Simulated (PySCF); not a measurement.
CH$_{7}$BGeSi, BGeH$_{6}$NSi, CH$_{7}$BGeO, BGeH$_{7}$OSi and others (calculated)

Computed with PySCF 2.14.0. Calculation on a computer-drawn molecule: optimised geometry and harmonic frequencies of an isolated molecule of the commonest isotopes, restricted reference for singlets and unrestricted otherwise, frozen core in MP2; on germanium a core potential holds 10 electrons, which the energies leave out, and 3d is frozen in MP2 and coupled-cluster steps.

Common to all runs: charge 0; multiplicity 1; method HF; basis and core potential on germanium cc-pVDZ-PP ECP10MDF.

(1) CH$_{7}$BGeSi

Start structure:
```xyz
11
CH7BGeSi
B     -2.1654    -1.4507     0.3393
Ge    -1.4704     0.4320     0.5274
C      0.5207     0.4195     0.2597
Si     1.5885     1.8369     0.4365
H     -2.1988    -2.1795     1.2424
H     -2.5467    -1.7987    -0.7138
H     -1.9922     1.4761    -0.3276
H     -1.6951     1.0825     1.8893
H      0.9593    -0.4984     0.0777
H      1.1402     3.1747     0.7045
H      3.0654     1.7723     0.1966
```

Settings of this run: basis cc-pV(D+d)Z.

The calculation gives: rotational constants 9.312, 1.574, 1.469 GHz; total energy -648.8454 hartree; convergence status largest gradient component 2.876e-06 hartree/bohr.

Drawn bonds:
```tsv
atom	other atom	order
1	2	1
2	3	1
3	4	2
1	5	1
1	6	1
2	7	1
2	8	1
3	9	1
4	10	1
4	11	1
```

Optimised structure:
```xyz
11
CH7BGeSi
B     -2.0730    -1.2987     0.0133
Ge    -1.4101     0.4950     0.8542
C      0.5375     0.5337     0.8660
Si     1.5178     1.6850     0.1017
H     -1.6944    -2.3413     0.4727
H     -2.8120    -1.3381    -0.9308
H     -1.9104     1.7331     0.0899
H     -1.9457     0.6032     2.2969
H      1.0290    -0.2765     1.4002
H      0.9763     2.8244    -0.6553
H      2.9906     1.6470     0.1233
```

Modes:
```tsv
frequency (cm⁻¹)	reduced mass (dalton)
21.96	1.605
90.77	1.675
143.6	2.276
189.2	2.741
350	1.378
423.6	1.126
510.1	2.499
567.4	4.367
607.3	1.185
620.4	1.123
744.5	1.078
762.3	1.537
827.2	1.132
842.5	1.219
949.1	1.111
977	1.227
1017	1.246
1040	1.173
1239	3.055
1258	1.155
2159	1.022
2188	1.017
2358	1.037
2373	1.047
2673	1.052
2756	1.126
3303	1.086
```

(2) BGeH$_{6}$NSi

Start structure:
```xyz
10
BGeH6NSi
B      0.2535     1.7514     2.2198
Ge     1.0581     0.0814     1.3324
N      0.4756    -1.5353     1.9173
Si    -0.8285    -2.4021     2.2390
H     -0.6571     1.6037     2.9134
H      0.7533     2.7684     2.0816
H      2.5165     0.0078     1.3403
H      0.7654     0.0726    -0.2154
H     -2.2995    -2.1528     2.0512
H     -0.6156    -3.6923     2.9444
```

It was run with basis cc-pV(D+d)Z.

It finds rotational constants 10.6, 1.627, 1.478 GHz; total energy -664.8747 hartree; convergence status largest gradient component 3.12e-05 hartree/bohr.

Drawn bonds:
```tsv
atom	other atom	order
1	2	1
2	3	1
3	4	2
1	5	1
1	6	1
2	7	1
2	8	1
4	9	1
4	10	1
```

Optimised structure:
```xyz
10
BGeH6NSi
B      0.4459     1.8771     2.3095
Ge     0.8654     0.0824     1.3365
N      0.2106    -1.3574     2.2454
Si    -0.7887    -2.5545     2.2120
H     -0.2643     1.9283     3.2739
H      0.9128     2.9022     1.8938
H      2.3860    -0.1082     1.1958
H      0.2894     0.1467    -0.0985
H     -1.7158    -2.9182     1.1184
H     -0.9197    -3.4955     3.3370
```

Modes:
```tsv
frequency (cm⁻¹)	reduced mass (dalton)
57.66	2.554
85.73	1.569
94.8	1.644
164	1.761
279.5	1.931
403	1.155
502.3	6.317
571.8	4.442
668.1	1.306
734	1.102
743.9	1.169
762.2	1.288
863.3	1.093
950.9	1.025
974.8	1.338
1091	1.051
1255	1.149
1382	13.05
2136	1.021
2186	1.018
2321	1.046
2359	1.04
2676	1.053
2760	1.126
```

(3) CH$_{7}$BGeO

Start structure:
```xyz
11
CH7BGeO
B     -2.7055    -1.3643     0.5298
Ge    -0.8286    -1.2409    -0.3670
O      0.1746     0.1112     0.1926
C      0.4499     0.4349     1.5910
H     -3.4983    -1.9160     0.0039
H     -2.8319    -0.8668     1.4955
H      0.0680    -2.4829    -0.2215
H     -0.7306    -0.9000    -1.8590
H     -0.4423     0.3449     2.1861
H      1.1654    -0.3357     1.8920
H      0.8887     1.3846     1.5574
```

Here we set basis cc-pVDZ.

Results for CH$_{7}$BGeO: rotational constants 8.403, 3.162, 2.51 GHz; total energy -434.8371 hartree; convergence status largest gradient component 1.337e-05 hartree/bohr.

Drawn bonds:
```tsv
atom	other atom	order
1	2	1
2	3	1
3	4	1
1	5	1
1	6	1
2	7	1
2	8	1
4	9	1
4	10	1
4	11	1
```

Optimised structure:
```xyz
11
CH7BGeO
B     -2.6854    -1.3684     0.4625
Ge    -0.7948    -1.1650    -0.3899
O      0.0874     0.2667     0.2208
C      0.5032     0.3810     1.5471
H     -3.4272    -2.2146     0.0482
H     -3.0615    -0.6709     1.3602
H      0.0653    -2.4090    -0.0960
H     -0.8566    -0.9323    -1.9004
H     -0.3386     0.3604     2.2503
H      1.2017    -0.4157     1.8306
H      1.0160     1.3366     1.6675
```

Modes:
```tsv
frequency (cm⁻¹)	reduced mass (dalton)
74.3	2.054
113.6	1.23
130.5	1.038
185.7	2.893
250.1	2.877
405.4	1.164
565.1	4.211
647.8	5.947
661.1	1.295
746.3	1.122
860.4	1.099
932.6	1.027
972.4	1.339
1218	5.576
1258	1.169
1268	1.277
1297	1.389
1594	1.141
1603	1.049
1603	1.049
2181	1.021
2237	1.019
2686	1.053
2774	1.126
3132	1.036
3184	1.105
3245	1.099
```

(4) BGeH$_{7}$OSi

Start structure:
```xyz
11
BGeH7OSi
B      1.8945     1.3143    -0.4129
Ge     1.3170    -0.5548    -0.8796
Si     1.0595    -2.0692     0.8524
O     -0.1753    -1.7884     1.7517
H      1.0357     2.1306    -0.1391
H      2.9432     1.5936    -0.2905
H      2.3469    -1.1162    -1.8744
H      0.0697    -0.6168    -1.6840
H      1.0848    -3.4395     0.3070
H      2.1950    -1.9641     1.8132
H     -1.0518    -1.5874     1.3738
```

Settings of this run: basis cc-pV(D+d)Z.

It finds rotational constants 6.105, 1.804, 1.575 GHz; total energy -685.9475 hartree; convergence status largest gradient component 2.224e-05 hartree/bohr.

Drawn bonds:
```tsv
atom	other atom	order
1	2	1
2	3	1
3	4	1
1	5	1
1	6	1
2	7	1
2	8	1
3	9	1
3	10	1
4	11	1
```

Optimised structure:
```xyz
11
BGeH7OSi
B      1.8026     1.3357    -0.3635
Ge     1.3789    -0.5961    -1.0112
Si     1.0995    -2.0956     0.8597
O     -0.1515    -1.6184     1.8377
H      0.9212     2.1171    -0.1422
H      2.9331     1.6793    -0.1627
H      2.5007    -1.1568    -1.9020
H      0.0796    -0.6366    -1.8385
H      0.8778    -3.4693     0.3474
H      2.3000    -2.0895     1.7181
H     -1.0228    -1.5677     1.4747
```

Modes:
```tsv
frequency (cm⁻¹)	reduced mass (dalton)
44.36	2.883
105	2.079
110.6	1.295
173.6	2.741
236.9	1.279
348.2	3.494
406.4	1.325
489.8	1.152
564.7	2.967
592.6	1.268
707	1.114
775.4	1.063
806	1.18
866.5	3.715
919.1	1.203
935.2	1.295
956.7	1.111
986.6	1.232
1029	1.074
1257	1.139
2169	1.022
2186	1.017
2293	1.041
2333	1.04
2684	1.051
2771	1.127
4174	1.067
```

(5) CH$_{7}$BGeSi

Start structure:
```xyz
11
CH7BGeSi
B     -0.9878     2.9777    -2.4039
Ge    -1.7016     1.4584    -1.3396
Si    -0.1194     0.0559    -0.3211
C      1.2682    -0.6424    -1.1749
H     -0.7132     2.8715    -3.5516
H     -0.6680     3.9829    -1.9425
H     -2.6053     0.4965    -2.1106
H     -2.6251     1.8874    -0.2443
H     -0.3717    -0.1705     1.1190
H      1.3989    -0.4237    -2.2261
H      2.0293    -1.2831    -0.7036
```

Here we set basis cc-pV(D+d)Z.

Results for CH$_{7}$BGeSi: rotational constants 6.27, 1.973, 1.556 GHz; total energy -648.8548 hartree; convergence status largest gradient component 1.926e-05 hartree/bohr.

Drawn bonds:
```tsv
atom	other atom	order
1	2	1
2	3	1
3	4	2
1	5	1
1	6	1
2	7	1
2	8	1
3	9	1
4	10	1
4	11	1
```

Optimised structure:
```xyz
11
CH7BGeSi
B     -0.8561     2.7543    -2.5288
Ge    -1.8358     1.4740    -1.2118
Si    -0.2259    -0.1077    -0.3964
C      1.2950    -0.3299    -1.1204
H     -0.6756     2.4290    -3.6670
H     -0.4319     3.8089    -2.1532
H     -2.9775     0.6950    -1.8810
H     -2.4289     2.2003     0.0044
H     -0.5895    -0.8940     0.8000
H      1.6075     0.2216    -2.0009
H      2.0230    -1.0410    -0.7440
```

Modes:
```tsv
frequency (cm⁻¹)	reduced mass (dalton)
22.54	2.272
93.93	3.079
110.3	1.059
197.4	3.783
298.2	1.235
356.9	7.439
425	1.095
565.3	3.953
579.6	1.123
651.1	1.098
726.3	1.105
746	1.048
800	1.181
866.4	1.202
907	1.246
949.2	1.15
983.2	1.186
1046	3.934
1254	1.138
1506	1.216
2191	1.023
2204	1.016
2332	1.043
2691	1.051
2783	1.128
3290	1.058
3379	1.113
```

(6) AlBClGeH$_{5}$

Start structure:
```xyz
9
AlBClGeH5
B     -0.0827    -0.8185    -0.3861
Ge     1.0723     0.1067    -1.7489
Al     3.4152     0.5047    -2.3712
Cl    -0.2784     1.0876    -3.1576
H     -1.1424    -0.3660    -0.1337
H      0.2491    -1.7030     0.2090
H      1.4989    -1.1576    -2.7269
H      4.2455     1.6646    -1.9206
H      4.0460    -0.5877    -3.2054
```

Settings of this run: basis cc-pV(D+d)Z.

Results for AlBClGeH$_{5}$: rotational constants 2.816, 2.159, 1.407 GHz; total energy -1022.4064 hartree; convergence status largest gradient component 3.3e-05 hartree/bohr.

Drawn bonds:
```tsv
atom	other atom	order
1	2	1
2	3	1
2	4	1
1	5	1
1	6	1
2	7	1
3	8	1
3	9	1
```

Optimised structure:
```xyz
9
AlBClGeH5
B      0.0669    -0.6693    -0.3273
Ge     1.0511    -0.5303    -2.1468
Al     3.3444     0.4665    -2.3047
Cl     0.0585     1.0731    -3.3638
H     -0.7277     0.1527     0.0206
H      0.3357    -1.5791     0.4066
H      0.8278    -1.7996    -2.9798
H      3.7988     1.5158    -1.2176
H      4.2680     0.1011    -3.5286
```

Modes:
```tsv
frequency (cm⁻¹)	reduced mass (dalton)
48.18	8.49
97.08	1.162
107.7	2.23
150	2.853
179.2	1.165
331.9	11.13
370.9	25.95
420.8	1.125
567.3	4.122
598.9	1.166
622.2	1.136
690.3	1.115
766.2	1.1
826.2	1.068
970.3	1.328
1246	1.144
1997	1.028
2007	1.056
2200	1.02
2688	1.053
2789	1.126
```
